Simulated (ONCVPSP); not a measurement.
# PBE ONCV dataset for lutetium (Lu), scalar-relativistic all-electron reference.

ONCVPSP 4.0.1 was run on this input:

```
# ATOM AND REFERENCE CONFIGURATION
# atsym  z   nc   nv     iexc    psfile
  Lu 71.00    9    5        4      upf
#
#   n    l    f
    1    0    2.00
    2    0    2.00
    2    1    6.00
    3    0    2.00
    3    1    6.00
    3    2   10.00
    4    0    2.00
    4    1    6.00
    4    2   10.00
    4    3   14.00
    5    0    2.00
    5    1    6.00
    5    2    1.00
    6    0    1.50
#
# PSEUDOPOTENTIAL AND OPTIMIZATION
# lmax
    3
#
#   l,   rc,      ep,       ncon, nbas, qcut
    0    2.15    0.00    5    9    4.50
    1    2.10    0.00    4    9    8.20
    2    3.05    0.00    4    9    4.70
    3    0.95    0.00    4    8   21.00
#
# LOCAL POTENTIAL
# lloc, lpopt,  rc(5),   dvloc0
    4    3    0.90    1.00
#
# VANDERBILT-KLEINMAN-BYLANDER PROJECTORs
# l, nproj, debl
    0    2    2.50
    1    2    1.90
    2    2    2.80
    3    2    1.20
#
# MODEL CORE CHARGE
# icmod, fcfact, rcfact
    3    3.25    1.80
#
# LOG DERIVATIVE ANALYSIS
# epsh1, epsh2, depsh
   -4.00    5.00    0.02
#
# OUTPUT GRID
# rlmax, drl
    6.00    0.01
#
# TEST CONFIGURATIONS
# ncnf
    4
# nvcnf
#   n    l    f
    5
    4    3   14.00
    5    0    2.00
    5    1    6.00
    5    2    1.00
    6    0    2.00
#
    5
    4    3   14.00
    5    0    2.00
    5    1    6.00
    5    2    1.00
    6    0    1.00
#
    5
    4    3   14.00
    5    0    2.00
    5    1    6.00
    5    2    1.00
    6    0    0.00
#
    5
    4    3   14.00
    5    0    2.00
    5    1    6.00
    5    2    0.00
    6    0    2.00
#
```

Command:

```bash
oncvpsp.x < Lu.dat > Lu.out
```

Resulting log (shortened: citation, most of the input echo, consistency checks and plot data are left out):

```
ONCVPSP  (Optimized Norm-Conservinng Vanderbilt PSeudopotential)
scalar-relativistic version 4.0.1

#   n    l    f        energy (Ha)
    1    0    2.00    -2.3243854E+03
    2    0    2.00    -3.9575876E+02
    2    1    6.00    -3.4814392E+02
    3    0    2.00    -8.9778223E+01
    3    1    6.00    -7.5492206E+01
    3    2   10.00    -5.8354201E+01
    4    0    2.00    -1.7965886E+01
    4    1    6.00    -1.3279284E+01
    4    2   10.00    -7.1691843E+00
    4    3   14.00    -4.7006993E-01
    5    0    2.00    -2.3603675E+00
    5    1    6.00    -1.2802135E+00
    5    2    1.00    -1.7105057E-01
    6    0    1.50    -2.6956909E-01

Reference configufation results
  iterations    36
  all-electron total energy (Ha)   -1.45632345D+04

Begin loop to  construct optimized pseudo wave functions
and semi-local pseudopoentials for all angular momenta

Calculating optimized projector #   1

 for l=   0

    Fraction of norm inside rc  0.980993
    Optimizing pswf for qcut=   4.50 a_B^-1,  ecut=  10.11 Ha
    Residual kinetic energy error=  3.56D-04 Ha

    Energy error per electron        Cutoff
         Ha          eV             Ha
         0.01000     0.27211        3.80
         0.00100     0.02721        7.83
         0.00010     0.00272       36.15
         0.00001     0.00027       49.36

Calculating optimized projector #   2

 for l=   0

    Fraction of norm inside rc  0.105877
    Optimizing pswf for qcut=   4.50 a_B^-1,  ecut=  10.11 Ha
    Residual kinetic energy error=  4.02D-04 Ha

    Energy error per electron        Cutoff
         Ha          eV             Ha
         0.01000     0.27211        3.26
         0.00100     0.02721        8.24
         0.00010     0.00272       19.91
         0.00001     0.00027       55.75

   Wellstate for l =  1  n =  7
     eigenvalue =   0.6198
     asymptotic potential =   1.1198
     half-point radius =  5.5163

Calculating optimized projector #   1

 for l=   1

    Fraction of norm inside rc  0.912575
    Optimizing pswf for qcut=   8.20 a_B^-1,  ecut=  33.62 Ha
    Residual kinetic energy error=  2.50D-09 Ha

    Energy error per electron        Cutoff
         Ha          eV             Ha
         0.01000     0.27211        6.95
         0.00100     0.02721       13.17
         0.00010     0.00272       19.60
         0.00001     0.00027       23.62

Calculating optimized projector #   2

 for l=   1

    Fraction of norm inside rc  0.079448
    Optimizing pswf for qcut=   8.20 a_B^-1,  ecut=  33.62 Ha
    Residual kinetic energy error=  5.70D-09 Ha

    Energy error per electron        Cutoff
         Ha          eV             Ha
         0.01000     0.27211        6.10
         0.00100     0.02721       11.05
         0.00010     0.00272       19.94
         0.00001     0.00027       24.59

   Wellstate for l =  2  n =  8
     eigenvalue =   2.6289
     asymptotic potential =   3.1289
     half-point radius =  4.8122

Calculating optimized projector #   1

 for l=   2

    Fraction of norm inside rc  0.688795
    Optimizing pswf for qcut=   4.70 a_B^-1,  ecut=  11.04 Ha
    Residual kinetic energy error=  2.34D-06 Ha

    Energy error per electron        Cutoff
         Ha          eV             Ha
         0.01000     0.27211        5.97
         0.00100     0.02721        7.79
         0.00010     0.00272        9.06
         0.00001     0.00027       10.60

Calculating optimized projector #   2

 for l=   2

    Fraction of norm inside rc  0.215202
    Optimizing pswf for qcut=   4.70 a_B^-1,  ecut=  11.04 Ha
    Residual kinetic energy error=  5.49D-04 Ha

    Energy error per electron        Cutoff
         Ha          eV             Ha
         0.01000     0.27211        8.42
         0.00100     0.02721       10.90
         0.00010     0.00272       20.35
         0.00001     0.00027       41.01

   Wellstate for l =  3  n =  5
     eigenvalue =   0.7299
     asymptotic potential =   1.2299
     half-point radius =  3.9804

Calculating optimized projector #   1

 for l=   3

    Fraction of norm inside rc  0.784869
    Optimizing pswf for qcut=  20.98 a_B^-1,  ecut= 220.16 Ha
    Residual kinetic energy error=  2.11D-06 Ha

    Energy error per electron        Cutoff
         Ha          eV             Ha
         0.01000     0.27211      146.06
         0.00100     0.02721      166.95
         0.00010     0.00272      183.68
         0.00001     0.00027      199.05

Calculating optimized projector #   2

 for l=   3

    Fraction of norm inside rc  0.026691
    Optimizing pswf for qcut=  20.98 a_B^-1,  ecut= 220.16 Ha
    Residual kinetic energy error=  9.24D-09 Ha

    Energy error per electron        Cutoff
         Ha          eV             Ha
         0.01000     0.27211      112.93
         0.00100     0.02721      141.75
         0.00010     0.00272      165.20
         0.00001     0.00027      183.22

Construct Vanderbilt / Kleinmman-Bylander projectors

B matrix Hermiticity error, ll=   0
   1   2    2.2201E-04

  Orthonormal projector coefficients  1.4078E+01  1.7227E+00

B matrix Hermiticity error, ll=   1
   1   2   -1.7592E-04

  Orthonormal projector coefficients  1.1248E+01  1.1170E+00

B matrix Hermiticity error, ll=   2
   1   2    1.1344E-04

  Orthonormal projector coefficients  6.1625E+00 -6.7774E-01

B matrix Hermiticity error, ll=   3
   1   2    2.1669E-04

  Orthonormal projector coefficients -4.0167E+01 -1.0976E+01

Model core correction analysis
  based on d2Exc/dn_idn_j

d2excae - all-electron derivatives

   -2.129552D-02   -1.183939D-02   -8.614804D-03   -2.580245D-03
   -1.109757D-03
   -1.183922D-02   -2.691891D-02   -2.344086D-02   -7.764336D-03
   -1.693635D-03
   -8.614657D-03   -2.344082D-02   -2.412146D-02   -1.180627D-02
   -3.207179D-03
   -2.580162D-03   -7.764134D-03   -1.180608D-02   -1.969075D-02
   -1.987626D-02
   -1.109569D-03   -1.693099D-03   -3.205753D-03   -1.987169D-02
   -3.074790D-02

d2excps - pseudofunction derivatives with no core correction

   -3.981412D-02   -2.067048D-02   -1.149473D-02   -2.394866D-03
   -1.802694D-03
   -2.067064D-02   -2.332247D-02   -2.144415D-02   -6.947083D-03
   -1.568357D-03
   -1.149462D-02   -2.144398D-02   -2.415794D-02   -1.179006D-02
   -3.106646D-03
   -2.394771D-03   -6.946809D-03   -1.178985D-02   -2.066990D-02
   -2.001726D-02
   -1.802528D-03   -1.567816D-03   -3.105242D-03   -2.001277D-02
   -3.070426D-02

rms 2nd derivative error    4.646877E-03

rmatch, rhocmatch    0.7018   39.7648

Teter function model core charge with specified parameters

d2excps - pseudofunction derivatives with core correction

   -2.633155D-02   -1.320714D-02   -7.872433D-03   -2.072495D-03
   -1.248778D-03
   -1.320714D-02   -1.628384D-02   -1.589552D-02   -6.156575D-03
   -1.235606D-03
   -7.872370D-03   -1.589541D-02   -1.925355D-02   -1.086862D-02
   -2.893478D-03
   -2.072418D-03   -6.156321D-03   -1.086834D-02   -2.027842D-02
   -1.996214D-02
   -1.248597D-03   -1.235070D-03   -2.892074D-03   -1.995764D-02
   -3.065224D-02

rms 2nd derivative error    3.402004E-03

Pseudoatom total energy -274.622837

Diagnostic tests using Vanderbilt-Kleinman-Bylander pseudopotentials
  1 or more projectors used as specified by nproj input data

   l    rcore       rmatch      e in        delta e   norm test  slope test

   0   2.1609610   2.2265725  -2.3603675   0.0000005   1.0001308   1.0001155
   0   2.1609610   2.2265725  -0.2695691   0.0000014   1.0000050   0.9999975

   1   2.1098667   2.1739268  -1.2802135  -0.0000004   1.0001132   1.0001158
   1   2.1098667   2.1739268   0.6197865   0.0000154   1.0002090   1.0002090

   2   3.0572420   3.1500665  -0.1710506  -0.0000001   1.0000132   1.0000150
   2   3.0572420   3.1500665   2.6289494   0.0000035   1.0000401   1.0000401

   3   0.9521899   0.9811005  -0.4700699   0.0000199   1.0004461   1.0004061
   3   0.9521899   0.9811005   0.7299301  -0.0000231   1.0007031   1.0007031

 Testing for bound ghosts
   n   l    E NL Schr. Eq   E Basis Diag.   E Cutoff

   1   0       -2.360367       -2.360364     75.32
       0                       -0.636701     75.32  WARNING - GHOST(-)
   2   0       -0.269568       -0.253646     75.32

   2   1       -1.280214       -1.280210     89.10

   3   2       -0.171051       -0.170525     47.41

   4   3       -0.470050       -0.463774    428.84

 Testing for highly-localized positive-energy ghosts
       l    <radius>/rc     E Basis Diag.   E Cutoff

       2        0.862864        6.185754     47.41  WARNING - GHOST(+)

Test configuration 0

   n   l     f        eae           eps        diff
   1   0  2.0000-2324.38535556
   2   0  2.0000 -395.75875685
   2   1  6.0000 -348.14391895
   3   0  2.0000  -89.77822314
   3   1  6.0000  -75.49220580
   3   2 10.0000  -58.35420061
   4   0  2.0000  -17.96588588
   4   1  6.0000  -13.27928389
   4   2 10.0000   -7.16918425
   4   3 14.0000   -0.47006993   -0.47005004    1.99D-05
   5   0  2.0000   -2.36036746   -2.36036698    4.75D-07
   5   1  6.0000   -1.28021353   -1.28021390   -3.64D-07
   5   2  1.0000   -0.17105057   -0.17105068   -1.11D-07
   6   0  1.5000   -0.26956909   -0.26956770    1.39D-06

    Total energies and differences
      AE_ref= -1.45632345D+04  AE_tst= -1.45632345D+04  dif=  0.00D+00
      PS_ref= -2.74622837D+02  PS_tst= -2.74622837D+02  dif= -1.04D-10
      PSP excitation error=  1.04D-10

Test configuration 1

   n   l     f        eae           eps        diff
   1   0  2.0000-2324.26820613
   2   0  2.0000 -395.64221708
   2   1  6.0000 -348.02734846
   3   0  2.0000  -89.66179606
   3   1  6.0000  -75.37577554
   3   2 10.0000  -58.23778677
   4   0  2.0000  -17.84942303
   4   1  6.0000  -13.16281919
   4   2 10.0000   -7.05274527
   4   3 14.0000   -0.35366993   -0.35273868    9.31D-04
   5   0  2.0000   -2.24388440   -2.24345243    4.32D-04
   5   1  6.0000   -1.16354316   -1.16343708    1.06D-04
   5   2  1.0000   -0.06429442   -0.06427492    1.95D-05
   6   0  2.0000   -0.17122821   -0.17120948    1.87D-05

    Total energies and differences
      AE_ref= -1.45632345D+04  AE_tst= -1.45633443D+04  dif= -1.10D-01
      PS_ref= -2.74622837D+02  PS_tst= -2.74732672D+02  dif= -1.10D-01
      PSP excitation error=  1.77D-05

Test configuration 2

   n   l     f        eae           eps        diff
   1   0  2.0000-2324.51635311
   2   0  2.0000 -395.88900639
   2   1  6.0000 -348.27421229
   3   0  2.0000  -89.90819034
   3   1  6.0000  -75.62217856
   3   2 10.0000  -58.48417305
   4   0  2.0000  -18.09594391
   4   1  6.0000  -13.40936529
   4   2 10.0000   -7.29926503
   4   3 14.0000   -0.60010037   -0.60109107   -9.91D-04
   5   0  2.0000   -2.49061525   -2.49103218   -4.17D-04
   5   1  6.0000   -1.41031480   -1.41042961   -1.15D-04
   5   2  1.0000   -0.28920603   -0.28922610   -2.01D-05
   6   0  1.0000   -0.37522948   -0.37528747   -5.80D-05

    Total energies and differences
      AE_ref= -1.45632345D+04  AE_tst= -1.45630736D+04  dif=  1.61D-01
      PS_ref= -2.74622837D+02  PS_tst= -2.74461891D+02  dif=  1.61D-01
      PSP excitation error= -5.49D-05

Test configuration 3

   n   l     f        eae           eps        diff
   1   0  2.0000-2324.81237825
   2   0  2.0000 -396.18303970
   2   1  6.0000 -348.56837581
   3   0  2.0000  -90.20111884
   3   1  6.0000  -75.91512588
   3   2 10.0000  -58.77716856
   4   0  2.0000  -18.38923957
   4   1  6.0000  -13.70277486
   4   2 10.0000   -7.59274822
   4   3 14.0000   -0.89339711   -0.89679451   -3.40D-03
   5   0  2.0000   -2.78461510   -2.78586094   -1.25D-03
   5   1  6.0000   -1.70270275   -1.70309378   -3.91D-04
   5   2  1.0000   -0.55354634   -0.55352375    2.26D-05

    Total energies and differences
      AE_ref= -1.45632345D+04  AE_tst= -1.45625856D+04  dif=  6.49D-01
      PS_ref= -2.74622837D+02  PS_tst= -2.73973552D+02  dif=  6.49D-01
      PSP excitation error= -3.99D-04

Test configuration 4

   n   l     f        eae           eps        diff
   1   0  2.0000-2324.59163592
   2   0  2.0000 -395.96757895
   2   1  6.0000 -348.35273114
   3   0  2.0000  -89.98502740
   3   1  6.0000  -75.69902768
   3   2 10.0000  -58.56143012
   4   0  2.0000  -18.17337025
   4   1  6.0000  -13.48713537
   4   2 10.0000   -7.37768857
   4   3 14.0000   -0.67888439   -0.67289612    5.99D-03
   5   0  2.0000   -2.57138243   -2.56686071    4.52D-03
   5   1  6.0000   -1.48522981   -1.48347496    1.75D-03
   6   0  2.0000   -0.40610512   -0.40586286    2.42D-04

    Total energies and differences
      AE_ref= -1.45632345D+04  AE_tst= -1.45631511D+04  dif=  8.34D-02
      PS_ref= -2.74622837D+02  PS_tst= -2.74539900D+02  dif=  8.29D-02
      PSP excitation error=  4.31D-04
```

Note: ghosts flagged at negative energy: s at -17.3 eV; GHOST(+) flagged for d at 168.3 eV. A true bound ghost makes a file unfit for plane-wave use.

The run took about 7.1 s on one core of a shared server CPU.
